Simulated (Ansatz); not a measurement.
Z-matrix (Å, degrees):
```
Zr
N 1 2.0218
H 2 1.0284 1 129.69
H 2 1.0315 3 107.85 1 -177.44
N 1 2.0221 2 112.94 3 25.24
H 5 1.0289 1 127.91 2 -32.25
H 5 1.0311 6 107.88 1 177.60
H 1 1.8763 2 102.33 3 -84.55
H 1 1.8919 8 109.26 2 120.53
```
Charge 0, multiplicity 1.

All values below come from frozen-core CCSD(T)/def2-TZVPP // BP86-D3(BJ)/def2-SVP (Ansatz, a first-principles code).

- HF energy: -159.01778 Ha
- MP2 correlation energy: -0.79622 Ha

**Question.** Estimate the CCSD correlation energy, the (T) correction, the total energy and the T1 diagnostic.

**Answer.** 
| Item | Result |
|---|---|
| CCSD correlation energy | -0.82216 Ha |
| (T) correction | -0.03414 Ha |
| CCSD(T) total energy | -159.87408 Ha |
| T1 diagnostic | 0.018 |
